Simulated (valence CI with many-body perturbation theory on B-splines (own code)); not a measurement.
**Ru²³⁺: magnetic and hyperfine properties of the levels**

Calculated by valence CI with perturbative core correlation (CI+MBPT): three valence electrons over a frozen Dirac-Fock core [Ar], a basis of 9 s, 9 p, 10 d, 8 f, 5 g, 3 h, 1 i functions for each j, with the one-electron correlation potential Σ1 (screened to all orders), the two-electron term Σ2, the three-electron term Σ3, Breit, model QED; selected single and double excitations, second order for the rest (own B-spline code, finite nucleus).

No measured spectrum was set against this ion. As an estimate, terms of the open shell hold to 2 to 4 % of their energy, and close levels can change places. Only levels of the ground parity were solved; by the run's estimate the other parity begins above the list, which can be wrong where configurations are misplaced.

A/g_I is the dipole constant over the nuclear g factor μ/I (μ in nuclear magnetons, uniformly magnetised nucleus), B/Q the quadrupole constant per barn. Both hold the static response of the core; the bare values leave it out. Large factors of s and p1/2 electrons are usually good to 5 to 10 %; those of open d and f shells near neutrality can be off by tens of per cent, and small factors of p3/2, d and f electrons come from cancelling terms and can be off by a factor of two or in sign, in half-filled shells by more. B is blank for J = 1/2, where it vanishes, and for nearly pure S terms. Energies count from the lowest level.

Names give the largest LS component (configuration and term), which can be under half, so a name can repeat, a term be missing and a line seem to break the LS rules; names also repeat where a configuration has a term twice. Letters in brackets count levels of one name in rising energy.

```csv
Level,E (eV),g,A/g_I (MHz),A/g_I bare,B/Q (MHz/b),B/Q bare
3d³ ⁴F_3/2,0.000,0.464,14400,14100,-4310,-4420
3d³ ⁴F_5/2,2.894,1.033,8190,8240,-3320,-3410
3d³ ⁴F_7/2,5.342,1.201,7030,7180,-3000,-3070
3d³ ⁴F_9/2,7.121,1.247,7420,7590,-1490,-1530
3d³ ⁴P_3/2,8.185,1.415,6750,7030,-5330,-5460
3d³ ⁴P_1/2,9.311,2.165,-7620,-6790,,
3d³ ²G_7/2,11.899,0.928,9100,9080,4470,4590
3d³ ²H_9/2,12.418,1.050,8150,8210,9810,10100
3d³ ⁴P_5/2,13.036,1.558,2210,2600,7690,7880
3d³ ²D_3/2 [a],14.656,1.172,7760,7890,-8270,-8480
3d³ ²P_1/2,15.646,1.166,-734,-547,,
3d³ ²H_11/2,16.888,1.088,8000,8070,18000,18400
3d³ ²D_5/2 [a],18.051,1.211,7090,7250,-4500,-4620
3d³ ²G_9/2,18.870,1.047,6730,6800,6900,7070
3d³ ²P_3/2,21.125,1.199,6600,6760,1260,1290
3d³ ²F_5/2,22.284,0.900,7270,7250,11100,11400
3d³ ²F_7/2,22.313,1.132,7930,8040,4770,4890
3d³ ²D_3/2 [b],33.239,0.801,12700,12600,10600,10900
3d³ ²D_5/2 [b],33.342,1.171,6130,6270,8000,8200
```

Problem. Take the isotope of mass number 101, with I = 5/2, μ = -0.718 μN and Q = 0.46 b. What is the hyperfine structure of 3d³ ²G_7/2?

Solution. From the table A = -2610 MHz, B = 2060 MHz. Shifts from the centre of gravity in MHz: F = 1: 30500, F = 2: 24700, F = 3: 16200, F = 4: 5250, F = 5: -7720, F = 6: -22300.
